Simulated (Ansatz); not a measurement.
Stepwise reaction of `[NH2][Y]([F])[F]` with hydrogen chloride, as a gas-phase model of exchange steps in deposition or etching. ΔE in kJ/mol; ΔG adds harmonic PBE0-D4 terms to CCSD(T)/CBS, at 1 bar.

Gas-phase electronic energies from Ansatz, PBE0-D4/def2-TZVP geometries. CCSD(T)/CBS is the MP2 limit (def2-TZVPP, def2-QZVPP) plus CCSD(T) − MP2 in def2-TZVPP, frozen cores. This one scheme is used for every species. Functionals use def2-TZVPP. B3LYP here is the variant with VWN-RPA as its local correlation; programs differ in this. def2 core potentials past Kr. For Y outer-core shells are correlated without core-valence functions, which leaves a few kJ/mol of doubt a bond. One conformer a species, not always the lowest.

| step | reaction | PBE-D4 | B3LYP-D4 | ωB97M-V | CCSD(T)/CBS | ΔG(600 K) |
| --- | --- | --- | --- | --- | --- | --- |
| 2 | `[NH2][Y]([F])[Cl]` + HCl → `[NH2][Y]([Cl])[Cl]` + H–F | 5.8 | 3.5 | 0.7 | -6.0 | 3.5 |

Task: Give the row of step 1, `[NH2][Y]([F])[F]` + HCl → `[NH2][Y]([F])[Cl]` + H–F. (An estimate is asked.)

Result: The calculation gave: 
```csv
step,reaction,PBE-D4,B3LYP-D4,ωB97M-V,CCSD(T)/CBS,ΔG(600 K)
1,`[NH2][Y]([F])[F]` + HCl → `[NH2][Y]([F])[Cl]` + H–F,1.9,0.0,-3.5,-9.1,-5.9
```

Task: By hand: ΔE of the 2 steps together at CCSD(T)/CBS.

Result: (-9.1) + (-6.0) = -15.1 kJ/mol, or -7.5 kJ/mol a step.

In ΔE the steps differ by no more than 3.1 kJ/mol. All are downhill at CCSD(T)/CBS. ΔG lies between -5.9 and 3.5 kJ/mol a step. PBE-D4 differs from CCSD(T)/CBS by 11.0 to 11.8 kJ/mol a step. Isolated molecules leave out the surface, adducts and barriers. Largest T1 diagnostic: 0.014.
